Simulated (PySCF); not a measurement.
Computed data sheet: `C=C1[C@@H](Cl)[C@@H]1C#N`

Species: C5H4ClN.
Cartesian coordinates in Å at the GFN2-xTB level; atoms count from 1:
```
atom  x, y, z in Å
C1    -1.151    1.475   -0.122
C2    -0.485    0.350   -0.120
C3    -0.392   -1.059    0.231
Cl4   -1.388   -2.242   -0.618
C5     0.735   -0.375   -0.546
C6     1.969   -0.139    0.118
N7     2.959    0.055    0.658
H8    -2.128    1.546    0.327
H9    -0.748    2.368   -0.569
H10   -0.207   -1.361    1.255
H11    0.841   -0.616   -1.599
```

Structural features include: nitrile, C=C double bond, C–Cl bond and cyclopropane ring.

GFN2-xTB geometry:

```yaml
Point_group_of_the_GFN2-xTB_geometry: C1
Rotational_constants_A_B_C_of_the_GFN2-xTB_geometry: 3.446, 1.471, 1.087 GHz
```

PBE0/def2-SVPD ground state and vertical TDDFT (core frozen in the response) (PySCF):

```yaml
Dipole_moment: 3.21 D
HOMO_energy: -8.61 eV
LUMO_energy: -1.56 eV
HOMO–LUMO_gap: 7.05 eV
Lowest_singlet_excitation: 5.68 eV (218 nm, f = 0.009)
Strongest_line_among_the_6_lowest_singlet_transitions: S3 at 6.79 eV (183 nm, f = 0.250)
Lowest_triplet_excitation_Tamm–Dancoff: 4.19 eV
Static_isotropic_polarisability: 76.3 au
Electronic_spatial_extent_⟨r²⟩_about_the_centre_of_nuclear_charge: 1001 bohr²
```

From PBE0/pcSseg-1 ground state and GIAO shieldings, non-relativistic (PySCF):

```yaml
Lowest_Hirshfeld_atomic_charge: -0.22 e on N7
Highest_Hirshfeld_atomic_charge: +0.08 e on C6
13C_chemical_shifts_computed_TMS_as_zero_by_class: 137.6 (C2), 121.3 (C6), 121.0 (C1), 40.3 (C3), 13.6 (C5) ppm
1H_chemical_shifts_computed_TMS_as_zero_by_class: 6.47 (H8), 6.43 (H9), 3.78 (H10), 1.93 (H11) ppm
Isotropic_shieldings_of_nuclei_other_than_C_and_H_by_class: -30 (N7), 776 (Cl4) ppm
Mayer_bond_orders_between_heavy_atoms: C1–C2 2.08, C2–C3 0.89, C3–Cl4 1.04, C3–C5 0.86, C5–C6 1.00, C6–N7 3.04, C5–C2 0.86
```

Monoisotopic mass from the formula: 113.0032 u.

The polarisability is 11.31 Å³ as a volume (1 au = 0.148185 Å³), or 1.32 au for each of the 58 electrons. With B = h/(8π²I), that is 505.379 GHz u Å² over I, the principal moments of inertia are 146.7, 343.6 and 464.9 u Å² (most abundant isotopes). No computed singlet falls in the visible range (750 to 380 nm, 1.65 to 3.26 eV); S1 lies 2.42 eV above its blue end. In wavenumbers S1 is 45800 cm⁻¹ (1 eV = 8065.54 cm⁻¹). The rotational constants make it an asymmetric top with κ = (2B − A − C)/(A − C) = -0.67, nearer the prolate limit (−1).

Geometry: GFN2-xTB; no solvent, vibrations or thermal averaging.

For the NMR shielding job (PBE0/pcSseg-1), the run took 13 s of wall time on one thread, Arm Neoverse V1 (aarch64) (shared host), and the process peaked at 0.70 GiB of memory.
